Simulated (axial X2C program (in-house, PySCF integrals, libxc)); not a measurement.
**Low determinants of TaH⁻ at the PBE0 level, spin-free**

Calculated with an in-house relativistic program for diatomic molecules. Spin-free means the one-electron spin-free X2C Hamiltonian. Basis: Ta dyall-acv3z [14s15p10d7f4g], H dyall-av3z [7s3p2d] (cores contracted in-house); Gaussian nuclei, density fitting, unrestricted open shells. Masses: Ta 180.948 u, H 1.008 u.

Search at 1.780 Å (vertical energies from the lowest determinant):

```csv
ΔE (eV),state,electrons beyond evenly filled partner blocks,"electrons in σ, π, δ, φ"
0.00,"M_S = 3/2, Λ = 2","π+α, π-α, δ+α",28 30 13 4
0.08,"M_S = 3/2, Λ = 1","π+α, δ+α, δ-α",28 29 14 4
0.56,"M_S = 5/2, Λ = 2","2 × σα, π+α, π-α, δ+α",28 30 13 4
0.58,"M_S = 1/2, Λ = 2","π+α, π-α, δ+β",28 30 13 4
0.64,"M_S = 3/2, Λ = 0","σα, δ+α, δ-α",29 28 14 4
0.67,"M_S = 5/2, Λ = 3","σα, 2 × π+α, π-α, δ+α",27 31 13 4
0.90,"M_S = 3/2, Λ = 1","σα, π+α, π-α, π-β, δ+α",27 31 13 4
```

Lowest determinant, M_S = 3/2, Λ = 2 (beyond evenly filled blocks: π+α, π-α, δ+α): Re = 1.808 Å, ωe = 1566.4 cm⁻¹.

The determinant in row 2 of the search, M_S = 3/2, Λ = 1 (beyond evenly filled blocks: π+α, δ+α, δ-α), was followed along the bond at PBE0; measured from the minimum of the lowest determinant it gives:

Te = 0.073 eV (591 cm⁻¹), Re = 1.829 Å, ωe = 1560.2 cm⁻¹.

Task: Compare the bond of the determinant in row 2 with that of the lowest one.

Result: At PBE0 its Re is 0.021 Å longer and its force constant, which goes as ωe², is 0.99 times that of the lowest determinant. This determinant mixes spin states, so it has no term energy of its own.

The search compares states at one distance, so a state with another bond length can lie lower; it is not exhaustive and yields mostly the lowest determinant of each block pattern, so other components and higher states of one pattern are missing. These are energies of single determinants, not of spin-adapted states; PBE0 term energies can be off by some tenths of an eV, and the functional has no current term. The lowest determinant need not be the ground state where others lie within half an eV. For an anion, determinants above electron detachment are held by the basis set. Spin–orbit coupling is large for these atoms, so the spin-free order is a model. Row 2 is spin-contaminated (⟨S²⟩ = 4.08 against 3.75), so its values are not those of a pure state. Row 1 has a positive highest level at its minimum. Row 2 has a positive highest level at its minimum.
